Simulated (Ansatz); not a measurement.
H5NSi2, SMILES `N[Si][SiH3]` (lower singlet) (charge 0, multiplicity 1). This singlet lies 1.40 eV below the relaxed triplet at the level frozen-core CCSD(T)/cc-pVTZ // PBE0-D3(BJ)/def2-TZVP (Ansatz, an electronic-structure program).

Cartesian coordinates (Å):
SMILES: [Si]([SiH3])N
```xyz
8

N     -1.7240    -0.2247    -0.1943
Si    -0.5231    -0.4142    -1.3962
Si     1.3119     0.1485     0.0626
H     -2.7001    -0.3763    -0.4029
H     -1.5820     0.0380     0.7698
H      2.2957    -0.9707     0.1513
H      0.8613     0.4635     1.4559
H      2.0602     1.3358    -0.4462
```
Charge 0, spin multiplicity 1.

The restricted HF start is unstable towards unrestricted orbitals.

Task: Give the natural occupations of the active orbitals, the CASSCF energy and the corrected energy for frozen-core fic-MRCISD+Q@CASSCF(6e,6o)/cc-pVTZ // PBE0-D3(BJ)/def2-TZVP (Ansatz).

Result: 
The natural occupations is 1.98, 1.98, 1.97, 0.03, 0.02, 0.02. The CASSCF energy is -635.3309 Ha and the corrected energy is -635.7556 Ha. The weight of the reference is 0.872.
